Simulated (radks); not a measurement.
Task: These are the eigenvalues of the occupied orbitals of an atom or ion with whole-number occupations (eV). All-electron calculation, Dirac Kohn-Sham, PBE, spin-unpolarised, spherical densities, finite nucleus; Fermi nuclear charge, rms radius of each element as measured or else 0.836 A^(1/3) + 0.57 fm. Program: a radial shooting solver on a logarithmic mesh with Libxc functionals.

| orbital | eigenvalue |
|---|---|
| 1s1/2 | -663.3519 |
| 2s1/2 | -29.8985 |
| 2p1/2 | -11.1531 |
| 2p3/2 | -11.0895 |

Which element is it, and in what charge state? The configuration may be excited. Open shells, if any, are shared by 2j + 1.

Result: Z = 9, fluorine, charge 0: F in [He] 2s2 2p5. The list shows which subshells hold electrons but not how many an open one holds; the 1s level, -24.378 hartree, gives Z - s = 7.0 by -(Z - s)^2/2, which with screening and relativity narrows Z to a few neighbours, and the depths of the outer levels then fix element, charge and occupations together.
